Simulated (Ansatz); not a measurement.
Compare A (`O[SiH](O)[SiH2]`•) with its isomer B (`O[SiH][SiH2]O`•).

Isolated molecules relaxed with PBE0-D4/def2-TZVP in Ansatz; ΔE leaves out vibrations. CCSD(T)/CBS adds triple-zeta CCSD(T) − MP2 to the extrapolated MP2 energy (def2 sets, frozen cores). Functionals use def2-TZVPP. B3LYP here is the variant with VWN-RPA as its local correlation; programs differ in this. Open shells (•) are unrestricted, without spin–orbit coupling. One conformer a species, not always the lowest.

A:

Z-matrix (Å, degrees):
```
Si
O 1 1.646
Si 1 2.331 2 103.3
O 1 1.647 2 112.7 3 -124.4
H 1 1.484 2 111.5 3 120.7
H 2 0.959 1 117.5 3 -173.5
H 3 1.489 1 115.3 2 -45.8
H 3 1.489 1 114.8 2 -175.2
H 4 0.959 1 117.3 2 67.7
```

B:

Z-matrix (Å, degrees):
```
Si
Si 1 2.347
O 1 1.653 2 109.4
H 1 1.485 2 114.6 3 -117.3
H 1 1.491 2 106.8 3 121.9
O 2 1.659 1 109.2 3 -158.6
H 2 1.499 1 115.6 3 77.4
H 3 0.958 1 116.8 2 50.9
H 6 0.959 2 117.1 1 -157.6
```

(1) Which isomer does CCSD(T)/CBS put lower? Give the gap. (Estimate.)

(2) Give E(B) − E(A) in kcal/mol with CCSD/def2-TZVPP, MP2/def2-TZVPP, B2PLYP, ωB97M-V, PBE0-D4, B3LYP-D4, PBE-D4. (Best estimate.)

Largest T1 diagnostic: 0.015.

Answers

(1) Computed: A, by 8.9 kcal/mol.

(2) The calculation gave: CCSD/def2-TZVPP 9.5, MP2/def2-TZVPP 9.7, B2PLYP 8.4, ωB97M-V 8.8, PBE0-D4 8.5, B3LYP-D4 7.9, PBE-D4 7.7. None reverses the order clearly.

From PBE to PBE0 (25 % exact exchange), in def2-TZVPP and without D4, E(B) − E(A) moves by +0.8 kcal/mol.
